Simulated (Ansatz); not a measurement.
A nudged elastic band was laid between two geometries of C₃H₁₂N₂Si (18 atoms, charge 0, multiplicity 1).

Theory: Ansatz, RKS PBE-D4/STO-3G.

```json
{"movable images": "5", "climbing image": "yes", "spring": "5.0 eV/Å²", "optimiser": "quadratic models (default)", "start path": "IDPP", "force threshold": "0.03 eV/Å", "iteration limit": "60", "end points": "relaxed"}
```

Image 0:

```xyz
18
Properties=species:S:1:pos:R:3
C -1.952 -1.995 -0.159
C -0.835 -1.126 0.490
C -0.517 0.157 -0.339
Si 0.924 1.138 0.409
N 1.349 2.649 -0.484
N 2.310 0.003 0.473
H -2.891 -1.418 -0.253
H -1.649 -2.328 -1.169
H -2.156 -2.892 0.456
H 0.090 -1.732 0.594
H -1.149 -0.838 1.515
H -0.271 -0.140 -1.377
H -1.424 0.788 -0.398
H 0.629 1.550 1.775
H 1.159 2.485 -1.518
H 0.606 3.373 -0.242
H 3.152 0.559 0.809
H 2.587 -0.220 -0.530
```

Image 6:

```xyz
18
Properties=species:S:1:pos:R:3
C -0.694 -2.005 0.555
C -0.547 -1.324 -0.836
C -0.923 0.193 -0.793
Si 0.178 1.255 0.328
N 1.319 2.155 -0.738
N 1.118 0.221 1.459
H -0.063 -1.447 1.284
H -1.748 -1.976 0.890
H -0.371 -3.061 0.510
H -1.192 -1.836 -1.581
H 0.500 -1.437 -1.189
H -0.887 0.600 -1.823
H -1.974 0.284 -0.456
H -0.631 2.118 1.196
H 0.778 2.483 -1.592
H 1.570 3.075 -0.268
H 1.569 0.855 2.184
H 1.961 -0.142 0.923
```

Which bonds break or form, and what moves?

No bond is made or broken. The dihedral C1–C2–C3–Si4 goes from -176 to 63°.

What energy profile does the band end with?

The run converged. The highest image is number 3 of 0 to 6, 0.127 eV above the first end and 0.108 eV above the last; the last end lies 0.019 eV above the first. The profile has 2 maxima (images 3, 5) with wells between them (image 4): this band takes more than one step, which may be the mechanism or a detour left from its start path. A vibrational analysis at the climbing image gives one clearly imaginary mode, 87i cm⁻¹: a first-order saddle point. Limits of this set-up: minimal basis.

```json
{"image": "0", "path coordinate (Å)": "0.00", "energy (eV)": "0.000", "dihedral C1–C2–C3–Si4 (°)": "-176"}
{"image": "1", "path coordinate (Å)": "1.30", "energy (eV)": "0.024", "dihedral C1–C2–C3–Si4 (°)": "172"}
{"image": "2", "path coordinate (Å)": "2.61", "energy (eV)": "0.083", "dihedral C1–C2–C3–Si4 (°)": "152"}
{"image": "3", "path coordinate (Å)": "3.91", "energy (eV)": "0.127", "dihedral C1–C2–C3–Si4 (°)": "125"}
{"image": "4", "path coordinate (Å)": "6.35", "energy (eV)": "0.019", "dihedral C1–C2–C3–Si4 (°)": "75"}
{"image": "5", "path coordinate (Å)": "8.80", "energy (eV)": "0.038", "dihedral C1–C2–C3–Si4 (°)": "53"}
{"image": "6", "path coordinate (Å)": "11.24", "energy (eV)": "0.019", "dihedral C1–C2–C3–Si4 (°)": "63"}
```

What is the geometry of the highest image?


```xyz
18
Properties=species:S:1:pos:R:3
C -1.840 -1.981 0.012
C -0.395 -1.408 -0.023
C -0.308 -0.010 -0.741
Si 0.505 1.319 0.347
N 1.392 2.598 -0.567
N 1.590 0.444 1.475
H -2.517 -1.298 0.558
H -2.236 -2.113 -1.013
H -1.858 -2.964 0.519
H 0.267 -2.131 -0.542
H -0.008 -1.318 1.015
H 0.247 -0.117 -1.692
H -1.325 0.327 -1.018
H -0.478 2.020 1.163
H 1.787 2.157 -1.452
H 0.662 3.262 -0.965
H 2.080 1.177 2.069
H 2.398 0.048 0.907
```

The run took 3.5 min on 1 thread of Intel(R) Xeon(R) Platinum 8488C (Sapphire Rapids), on a shared host, peak memory 0.13 GiB.
